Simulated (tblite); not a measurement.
Species: C₅H₅FS (charge +1 and doublet state).
Bonds: C1–C2, C2–C3, C3–C4 (double), C4–S5 (double), C3–C6, C6–F7. Hydrogens: H8, H9 on C1; H10 on C2; H11, H12 on C6.

Structure optimised with GFN2-xTB, isolated species. This method treats the open shell by occupation alone, without spin polarisation.

Some entries are withheld. Bonds in one row agree within 0.01 Å.

| coordinate | value |
| --- | --- |
| C1–C2 | ? |
| C2–C3 | 1.432 Å |
| C3=C4 | ? |
| C4=S5 | 1.530 Å |
| C3–C6 | ? |
| C6–F7 | ? |
| C1–H8 | 1.078 Å |
| C1–H9 | 1.078 Å |
| C2–H10 | 1.083 Å |
| C6–H11, C6–H12 | 1.100 Å |
| C1–C2–C3 | 125.1° |
| C2–C3–C4 | ? |
| C2–C3–C6 | 118.8° |
| C4–C3–C6 | ? |
| C3–C4–S5 | 179.6° |
| C3–C6–F7 | ? |

Task: Estimate the withheld lengths and angles.

Result: 
- C1–C2 = 1.350 Å, drawn single (ends: carbon bonded to C and 2 H; carbon bonded to 2 C and H); 0.11 Å below the sum of covalent radii, 1.46 Å.
- C3=C4 = 1.345 Å, drawn double in one of several resonance forms (ends: carbon bonded to 3 C; carbon bonded to C and S); 0.08 Å below the sum of covalent radii, 1.42 Å.
- C3–C6 = 1.513 Å, drawn single (ends: carbon bonded to 3 C; carbon bonded to C, F and 2 H); 0.02 Å above the sum of covalent radii, 1.49 Å.
- C6–F7 = 1.348 Å, drawn single (ends: carbon bonded to C, F and 2 H; fluorine bonded to C); 0.02 Å above the sum of covalent radii, 1.33 Å.
- C2–C3–C4 = 122.8°, at the carbon bonded to 3 C; the outer atoms are 2.439 Å apart.
- C4–C3–C6 = 118.4°, at the carbon bonded to 3 C; the outer atoms are 2.456 Å apart.
- C3–C6–F7 = 111.2°, at the carbon bonded to C, F and 2 H; the outer atoms are 2.362 Å apart.

Radii are Cordero's, carbon taken as 0.76, 0.73 or 0.69 Å for four, three, and two or fewer neighbours.

Its GFN2-xTB frequencies are all real (lowest 43 cm⁻¹). Torsions: H–C1–C2–C3 180° and 0°, C1–C2–C3–C4 0°, C2–C3–C6–F7 0°. 3 starts were optimised and ended at 0.00, 0.00 and 0.58 kcal/mol (GFN2-xTB); the lowest of these is shown.

One conformer stands for the species.

All values are computed, not measured.
